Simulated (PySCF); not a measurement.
Predicted microwave data (PBE0-D3(BJ)/def2-SVP geometry optimisation, gas phase in PySCF 2.14.0) for one isomer of C6H5BrO:

| Item | Value |
| --- | --- |
| Rotational constants | A = 2918, B = 991.5, C = 740.1 MHz |
| Dipole components | \|μa\| = 0.26 D, \|μb\| = 0.67 D, \|μc\| = 0.00 D |
| Inertial defect | 0.00 u·Å² |
| κ | -0.77 |

Question: Which candidate fits, each taken in the one conformer that was computed?
A. `[OH:1][c:2]1[cH:3][cH:4][c:5]([Br:6])[cH:7][cH:8]1` with H–O1–C2–C3 180° (4-bromophenol)
B. `[OH:1][c:2]1[cH:3][cH:4][cH:5][cH:6][c:7]1[Br:8]` with H–O1–C2–C3 180°

Answer: B. It is Oc1ccccc1Br, an asymmetric top, point group Cs. The candidates at the same level (rigid rotor, commonest isotopes):

```tsv
SMILES	A (MHz)	B (MHz)	C (MHz)	μa (D)	μb (D)	μc (D)	Δ (u·Å²)	point group	rotor
Oc1ccc(Br)cc1	5647	636.0	571.6	1.98	1.35	0.00	0.00	Cs	near-prolate asymmetric top
Oc1ccccc1Br	2918	991.5	740.1	0.26	0.67	0.00	0.00	Cs	asymmetric top
```

`Oc1ccc(Br)cc1` has A 93 % too high. In the right answer the mirror of this Cs structure is the ab plane, so μc vanishes by symmetry. No structure here is proved a minimum.
